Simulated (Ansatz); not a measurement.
Calculated with Ansatz (gas phase, PBE0-D4/def2-TZVP geometries, no zero-point term in ΔE). CCSD(T)/CBS adds triple-zeta CCSD(T) − MP2 to the extrapolated MP2 energy (def2 sets, frozen cores). This one scheme is used for every species. Functionals use def2-TZVPP. B3LYP here is the variant with VWN-RPA as its local correlation; programs differ in this. HSE06 is defined as in plane-wave codes. For Ga outer-core shells are correlated without core-valence functions, which leaves a few kJ/mol of doubt a bond. Scalar relativity is left out up to krypton. One conformer a species, not always the lowest.

Reaction (ligand exchange at a Ga–N bond): `CC(C)[NH][Ga]([Cl])[Cl]` + H₂S → `[SH][Ga]([Cl])[Cl]` + `CC(C)N`

```json
{"level": "LDA (SPW92)", "ΔE (kJ/mol)": "-42.8", "difference from CCSD(T)/CBS": "-4.7"}
{"level": "PBE-D4", "ΔE (kJ/mol)": "-47.5", "difference from CCSD(T)/CBS": "-9.4"}
{"level": "revPBE-D4", "ΔE (kJ/mol)": "-46.5", "difference from CCSD(T)/CBS": "-8.4"}
{"level": "BLYP-D4", "ΔE (kJ/mol)": "-40.6", "difference from CCSD(T)/CBS": "-2.5"}
{"level": "r2SCAN-D4", "ΔE (kJ/mol)": "-47.0", "difference from CCSD(T)/CBS": "-8.9"}
{"level": "B97M-V", "ΔE (kJ/mol)": "-50.1", "difference from CCSD(T)/CBS": "-12.0"}
{"level": "PBE0-D4", "ΔE (kJ/mol)": "-48.5", "difference from CCSD(T)/CBS": "-10.4"}
{"level": "B3LYP-D4", "ΔE (kJ/mol)": "-42.2", "difference from CCSD(T)/CBS": "-4.1"}
{"level": "r2SCANh-D4", "ΔE (kJ/mol)": "-47.5", "difference from CCSD(T)/CBS": "-9.4"}
{"level": "r2SCAN0-D4", "ΔE (kJ/mol)": "-48.3", "difference from CCSD(T)/CBS": "-10.2"}
{"level": "HSE06-D4", "ΔE (kJ/mol)": "-48.9", "difference from CCSD(T)/CBS": "-10.8"}
{"level": "BHLYP-D4", "ΔE (kJ/mol)": "-43.9", "difference from CCSD(T)/CBS": "-5.8"}
{"level": "CAM-B3LYP-D4", "ΔE (kJ/mol)": "-38.1", "difference from CCSD(T)/CBS": "0.0"}
{"level": "ωB97M-V", "ΔE (kJ/mol)": "-44.5", "difference from CCSD(T)/CBS": "-6.4"}
{"level": "B2PLYP", "ΔE (kJ/mol)": "-43.7", "difference from CCSD(T)/CBS": "-5.6"}
{"level": "PBE-QIDH", "ΔE (kJ/mol)": "-46.4", "difference from CCSD(T)/CBS": "-8.3"}
{"level": "PBE", "ΔE (kJ/mol)": "-52.0", "difference from CCSD(T)/CBS": "-13.9"}
{"level": "revPBE", "ΔE (kJ/mol)": "-54.8", "difference from CCSD(T)/CBS": "-16.7"}
{"level": "BLYP", "ΔE (kJ/mol)": "-48.6", "difference from CCSD(T)/CBS": "-10.5"}
{"level": "r2SCAN", "ΔE (kJ/mol)": "-49.1", "difference from CCSD(T)/CBS": "-11.0"}
{"level": "PBE0", "ΔE (kJ/mol)": "-52.8", "difference from CCSD(T)/CBS": "-14.7"}
{"level": "B3LYP", "ΔE (kJ/mol)": "-48.7", "difference from CCSD(T)/CBS": "-10.6"}
{"level": "r2SCANh", "ΔE (kJ/mol)": "-49.7", "difference from CCSD(T)/CBS": "-11.6"}
{"level": "r2SCAN0", "ΔE (kJ/mol)": "-50.6", "difference from CCSD(T)/CBS": "-12.5"}
{"level": "HSE06", "ΔE (kJ/mol)": "-53.0", "difference from CCSD(T)/CBS": "-14.9"}
{"level": "CAM-B3LYP", "ΔE (kJ/mol)": "-42.8", "difference from CCSD(T)/CBS": "-4.7"}
{"level": "LC-ωPBE", "ΔE (kJ/mol)": "-43.3", "difference from CCSD(T)/CBS": "-5.2"}
{"level": "RPA@PBE/def2-TZVPP", "ΔE (kJ/mol)": "-33.4", "difference from CCSD(T)/CBS": "4.7"}
{"level": "MP2/def2-SVP", "ΔE (kJ/mol)": "-31.2", "difference from CCSD(T)/CBS": "6.9"}
{"level": "CCSD(T)/def2-SVP", "ΔE (kJ/mol)": "-31.5", "difference from CCSD(T)/CBS": "6.6"}
{"level": "HF/def2-TZVPP", "ΔE (kJ/mol)": "-50.3", "difference from CCSD(T)/CBS": "-12.2"}
{"level": "MP2/def2-TZVPP", "ΔE (kJ/mol)": "-37.0", "difference from CCSD(T)/CBS": "1.1"}
{"level": "SCS-MP2/def2-TZVPP", "ΔE (kJ/mol)": "-36.4", "difference from CCSD(T)/CBS": "1.7"}
{"level": "CCSD(T)/def2-TZVPP", "ΔE (kJ/mol)": "-36.7", "difference from CCSD(T)/CBS": "1.4"}
{"level": "HF/def2-QZVPP", "ΔE (kJ/mol)": "-48.5", "difference from CCSD(T)/CBS": "-10.4"}
{"level": "MP2/def2-QZVPP", "ΔE (kJ/mol)": "-37.1", "difference from CCSD(T)/CBS": "1.0"}
{"level": "SCS-MP2/def2-QZVPP", "ΔE (kJ/mol)": "-36.8", "difference from CCSD(T)/CBS": "1.3"}
{"level": "HF/CBS(def2)", "ΔE (kJ/mol)": "-48.3", "difference from CCSD(T)/CBS": "-10.2"}
{"level": "MP2/CBS(def2)", "ΔE (kJ/mol)": "-38.3", "difference from CCSD(T)/CBS": "-0.2"}
{"level": "CCSD/CBS(def2)", "ΔE (kJ/mol)": "-38.9", "difference from CCSD(T)/CBS": "-0.8"}
{"level": "CCSD(T)/CBS", "ΔE (kJ/mol)": "-38.1", "difference from CCSD(T)/CBS": "0"}
```

Largest T1 diagnostic among the species: 0.011.

The D4 term adds +6.6 kJ/mol with B3LYP and +4.3 kJ/mol with PBE0; it sums over pairs of atoms, weighted by their polarisabilities, and B3LYP, whose exchange is more repulsive, gets the larger term. Leaving LDA and LC-ωPBE aside and taking each functional with its dispersion term where it has one, the values spread over 12.0 kJ/mol, from B97M-V to CAM-B3LYP-D4. LDA lies +9.2 kJ/mol from PBE without D4. At CCSD(T), def2-SVP lies +6.6 kJ/mol from the extrapolated value and def2-TZVPP +1.4 kJ/mol.
